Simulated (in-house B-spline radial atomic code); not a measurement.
A run on neutral dysprosium that did not converge. Method: scalar-relativistic (X2C) Hartree-Fock with fractional occupations, spin-polarised, spherical fractional occupations, Fermi nucleus of rms radius 5.2218 fm; computed with an all-electron radial atomic-structure program (B-spline basis).

Command:
```bash
python run_scf.py task.json out
```
Settings (nuclear radius in fm, mass in u):
```
Z                66
configuration    [Xe] 4f10 6s2
hamiltonian      x2c
method           hf,
spin_polarised   True
nucleus          fermi
rms_radius       5.2218
atomic_mass      163.92918
speed_of_light   137.035999084
```

First and last ten iterations of the last attempt (damped for 15 steps, keeping 80 % of the old Fock matrix, then DIIS):
```
 iter        energy (Eh)    residual
    1      -12098.989815    7.81e-01
    2      -12112.092586    1.22e+00
    3      -12130.520484    8.22e-01
    4      -12140.736989    5.38e-01
    5      -12146.165576    3.66e-01
    6      -12148.915486    2.48e-01
    7      -12150.246366    1.74e-01
    8      -12150.872116    1.23e-01
    9      -12151.168661    8.53e-02
   10      -12151.317769    5.86e-02
  111      -12149.007433    1.53e-01
  112      -12149.001795    1.54e-01
  113      -12149.010505    1.55e-01
  114      -12148.966142    1.54e-01
  115      -12148.953713    1.55e-01
  116      -12148.892395    1.55e-01
  117      -12148.963496    1.55e-01
  118      -12148.984384    1.55e-01
  119      -12151.388644    4.34e-02
  120      -12151.389600    4.33e-02
 not converged after 120 iterations
```

The smallest residual met was 1.8e-02; the threshold is about 7e-07. No energy from this run should be used. Cost of the run: 23 s on 1 thread of Arm Neoverse N1, on a shared host.
